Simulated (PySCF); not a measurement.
CaI, optimised at PBE/def2-SVP:

```xyz
2

Ca     0.0020    -1.0389     0.9527
I     -0.0020     1.0389    -0.9527
```

Method: PySCF energies (xtb for GFN2) plus ideal-gas RRHO corrections (1 bar). Open shells (unrestricted): CaI (multiplicity 2). GFN2 has no spin-polarisation term. I: scalar-relativistic def2 core potential, no spin-orbit coupling.

Q: List the harmonic frequencies (cm⁻¹, unscaled) at this level and at the other levels, each on its own geometry.

A: 
- PBE/def2-SVP: 236
- GFN2-xTB: 200
- PBE0/def2-TZVP: 238
